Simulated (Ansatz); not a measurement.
Geometry optimisation, RKS PBE-D4/def2-SVP (Ansatz).

The input (input.yaml):

```yaml
crystal:
  periodic: [false, false, false]
  atoms:
    - { symbol: Hf, position_ang: [0.0, 0.0, 0.0] }
    - { symbol: "N", position_ang: [0.0, 0.0, 2.21] }
    - { symbol: H, position_ang: [-0.877, -0.2713, 2.74] }
    - { symbol: H, position_ang: [0.877, 0.2713, 2.74] }
    - { symbol: F, position_ang: [1.8671, 0.0, -0.6593] }
    - { symbol: Cl, position_ang: [-1.1869, 2.0563, -0.8392] }
    - { symbol: Cl, position_ang: [-1.1869, -2.0563, -0.8392] }
basis:
  gaussian: { orbitals: def2-SVP }
hamiltonian:
  xc: pbe
  dispersion: d4
relax:
  f_tol: 0.02
  max_steps: 40
```

Run as:

```bash
$ ansatz run input.yaml --threads 2 --pin off --max-ram 3072MiB --backend cpu --events-out ev --progress --plain --runs-dir out
```

Q: Where does it end, and by what steps?

A: The run converged. The force dipped under the threshold on the way, but the program's further checks kept it going. After 8 steps the energy has fallen by 0.870 eV; H4 moved furthest, 0.27 Å.

```csv
step,energy less start (eV),largest force component (eV/Å),accepted
0,0.0000,2.666,yes
1,-0.7861,1.106,yes
2,-0.8633,0.199,yes
3,-0.8685,0.077,yes
4,-0.8692,0.022,yes
5,-0.8696,0.187,yes
6,-0.8700,0.073,yes
7,-0.8702,0.002,yes
8,-0.8702,0.008,yes
```

```xyz
7
Properties=species:S:1:pos:R:3
Hf -0.010 0.002 0.012
N 0.001 0.000 2.023
H -0.830 -0.034 2.626
H 0.837 0.034 2.619
F 1.832 0.056 -0.494
Cl -1.219 1.902 -0.716
Cl -1.116 -1.959 -0.717
```

The run took 27 s on 2 threads of Arm Neoverse V1 (shared host), peak memory 0.21 GiB.
